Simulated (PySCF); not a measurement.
Species: C6H8NO (doublet state).
Z-matrix (Å and degrees, GFN2-xTB geometry), rows numbered from 1:
```
C 
C   1  1.4572
C   2  1.5305  1  113.48
C   3  1.3371  2   94.21  1  -116.94
C   4  1.4702  3  133.22  2   179.87
N   5  1.3596  4  113.86  3   179.13
O   5  1.2140  4  123.71  3    -0.84
C   4  1.5100  3   94.32  2    -0.41
H   1  1.0731  2  119.66  3    62.56
H   1  1.0723  2  120.85  3  -104.85
H   2  1.0917  1  111.99  3   129.05
H   3  1.0730  2  130.87  1    60.29
H   6  1.0058  5  118.88  4   179.95
H   6  1.0034  5  122.01  4     0.19
H   8  1.0892  2  114.10  1  -130.02
H   8  1.0883  2  113.76  1    -2.75
```

The hyperfine couplings belong to this conformer and change with its torsions.

As a line formula: `[CH2][C@@H]1C=C(C(N)=O)C1` [radical].

The calculation used UKS B3LYP, pcH-1 on C H N O, non-relativistic, mean-field spin-orbit, GIAO in PySCF. Geometry: GFN2-xTB, one conformer, isolated molecule. A GFN2-xTB geometry isn't a minimum of the functional, and hyperfine couplings can be far from their values at a DFT geometry. The SCF solution wasn't tested for stability.

Question: Where do the isotropic ENDOR lines of H9/H10, H11, H15, H12, H16 and H13 fall at 345.0 mT, to first order?

Answer: ν± = |νn ± a/2|, one line for each electron-spin manifold; νn = |g_N| × 7.62259 MHz/T × B.

| nuclei | isotope | g_N | νn (MHz) | a_iso (MHz) | lower line (MHz) | upper line (MHz) |
| --- | --- | --- | --- | --- | --- | --- |
| H9/H10 | 1H | 5.5857 | 14.69 | -59.95 | 15.28 | 44.66 |
| H11 | 1H | 5.5857 | 14.69 | 18.33 | 5.52 | 23.85 |
| H15 | 1H | 5.5857 | 14.69 | 11.84 | 8.77 | 20.61 |
| H12 | 1H | 5.5857 | 14.69 | -1.32 | 14.03 | 15.35 |
| H16 | 1H | 5.5857 | 14.69 | -0.82 | 14.28 | 15.10 |
| H13 | 1H | 5.5857 | 14.69 | 0.70 | 14.34 | 15.04 |

Question: Which pairs are centred on the nuclear Larmor frequency, and which on half the coupling?

Answer: Centred on νn, since |a| < 2νn: H11, H15, H12, H16 and H13. Centred on |a|/2 and split by 2νn: H9/H10.

Question: At what field would the lower line of H9/H10 fall to zero frequency?

Answer: Where νn = |a|/2, that is B = 29.97 MHz/(5.5857 × 7.62259 MHz/T) = 704 mT, as far as first order holds there.

Nuclei that the bonding pattern makes equivalent are averaged, as if the motion that swaps them (rotation, inversion, ring flip) were fast. H13 and H14 aren't averaged: N6 is flat or nearly so (angle sum 360°), and its turn about the short N6–C5 bond (1.36 Å) is taken as slow.
